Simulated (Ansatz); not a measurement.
An input meant for In11P12H32⁺, a nanocrystal cut from zinc blende InP (hydrogen-capped) (charge 1, singlet; atoms displaced at random, 0.03 Å in each coordinate).

```yaml
crystal:
  periodic: [false, false, false]
  atoms:
    - {symbol: In, position_ang: [-5.096219, 1.658358, -0.444168]}
    - {symbol: In, position_ang: [-2.620223, -3.696157, 2.955530]}
    - {symbol: In, position_ang: [1.059242, -4.362059, -0.697069]}
    - {symbol: In, position_ang: [-2.003184, 2.078399, -3.722039]}
    - {symbol: In, position_ang: [1.394295, -1.230490, -3.872541]}
    - {symbol: In, position_ang: [-1.683442, -1.003081, -0.898103]}
    - {symbol: In, position_ang: [-1.367057, 1.801978, 2.628978]}
    - {symbol: In, position_ang: [1.292345, -1.274392, 1.839789]}
    - {symbol: In, position_ang: [1.336804, 1.689226, -0.782922]}
    - {symbol: In, position_ang: [4.558451, -0.940616, -0.659592]}
    - {symbol: In, position_ang: [3.904331, 2.612532, 3.211549]}
    - {symbol: P, position_ang: [-3.138628, -2.528684, 0.686517]}
    - {symbol: P, position_ang: [-3.181821, 0.580471, -2.027111]}
    - {symbol: P, position_ang: [-3.230418, 2.828144, 1.109264]}
    - {symbol: P, position_ang: [-0.074750, -2.584009, -2.193307]}
    - {symbol: P, position_ang: [-0.167186, -2.734961, 3.383266]}
    - {symbol: P, position_ang: [2.768952, -2.643634, 0.298188]}
    - {symbol: P, position_ang: [-0.405368, 0.436561, -4.939931]}
    - {symbol: P, position_ang: [-0.224347, 3.246599, -2.181096]}
    - {symbol: P, position_ang: [2.787902, 0.178963, -2.310392]}
    - {symbol: P, position_ang: [-0.201764, 0.378595, 0.705765]}
    - {symbol: P, position_ang: [2.785272, 0.222280, 3.454307]}
    - {symbol: P, position_ang: [2.826261, 3.237931, 0.726149]}
    - {symbol: H, position_ang: [-5.896242, 2.864110, -1.355031]}
    - {symbol: H, position_ang: [-5.585789, 0.315167, 0.530377]}
    - {symbol: H, position_ang: [-3.638590, -2.879908, 4.102770]}
    - {symbol: H, position_ang: [-2.356632, -5.344954, 2.576001]}
    - {symbol: H, position_ang: [1.854753, -5.585500, -1.774711]}
    - {symbol: H, position_ang: [-0.116303, -4.540649, 0.578820]}
    - {symbol: H, position_ang: [-2.859175, 3.208528, -4.766336]}
    - {symbol: H, position_ang: [2.245188, -2.081270, -5.143180]}
    - {symbol: H, position_ang: [-2.108286, 0.661578, 3.692425]}
    - {symbol: H, position_ang: [-0.140922, 3.021797, 2.940613]}
    - {symbol: H, position_ang: [5.793771, -1.719054, -1.569982]}
    - {symbol: H, position_ang: [4.706850, 0.303075, 0.638536]}
    - {symbol: H, position_ang: [5.651033, 2.328163, 2.813352]}
    - {symbol: H, position_ang: [3.068333, 3.599034, 4.240425]}
    - {symbol: H, position_ang: [-3.689093, -3.520037, -0.259856]}
    - {symbol: H, position_ang: [-4.329349, -1.722203, 0.836866]}
    - {symbol: H, position_ang: [-3.944022, -0.204533, -2.966562]}
    - {symbol: H, position_ang: [-4.017193, 3.655780, 2.003006]}
    - {symbol: H, position_ang: [-2.685099, 3.912847, 0.298631]}
    - {symbol: H, position_ang: [-1.037929, -3.186091, -3.087408]}
    - {symbol: H, position_ang: [0.667489, -3.805636, 3.817200]}
    - {symbol: H, position_ang: [-0.197866, -2.039693, 4.601973]}
    - {symbol: H, position_ang: [3.459718, -3.413735, 1.254124]}
    - {symbol: H, position_ang: [-1.231577, -0.371257, -5.796062]}
    - {symbol: H, position_ang: [0.226757, 1.181752, -6.003956]}
    - {symbol: H, position_ang: [0.547596, 4.117632, -3.060469]}
    - {symbol: H, position_ang: [-0.828854, 4.151400, -1.336773]}
    - {symbol: H, position_ang: [3.437976, 1.151175, -3.125705]}
    - {symbol: H, position_ang: [2.046553, 0.327143, 4.610758]}
    - {symbol: H, position_ang: [3.790282, -0.664618, 3.985021]}
    - {symbol: H, position_ang: [2.075501, 4.372676, 0.871020]}
    - {symbol: H, position_ang: [3.849339, 3.677367, -0.151845]}
basis:
  gaussian: {orbitals: def2-mTZVP, fitting: {mean_field: def2-universal-jkfit}}
total_charge: 1
hamiltonian: {xc: {name: PBE1PBE}}
output: {forces: true}
```

```sh
$ ansatz run in.yaml --threads 5 --pin off --events-out ev --progress --plain --max-ram 66560MiB --backend cuda --devices 0, --max-vram 37GiB
```

It prints (some lines left out):

```
Error: YAML parse error: error: line 62 column 19: hamiltonian.xc: no functional is named "PBE1PBE"; the names, which are not case-sensitive, are SVWN5, SPW92, PBE, PBE0, PBEsol, revPBE, revPBE0, RPBE, rPW86-PBE, HSE06, wPBEh, LC-wPBE, HISS, HF, BLYP, B3LYP, B3LYP5, BHLYP, CAM-B3LYP, r2SCAN, r2SCANh, r2SCAN0, r2SCAN50, m-r2SCAN, B97, wB97, wB97X, wB97X-V, B97M-V, wB97M-V, B2PLYP, B2GP-PLYP, PBE0-DH, PBE-QIDH
60 |   gaussian: {orbitals: def2-mTZVP, fitting: {mean_field: def2-universal-jkfit}}
61 | total_charge: 1
62 | hamiltonian: {xc: {name: PBE1PBE}}
63 | output: {forces: true}
```

Task: Something in this input is off. What?

Result: The method's name isn't one that the program takes here. The input was rejected before any iteration.
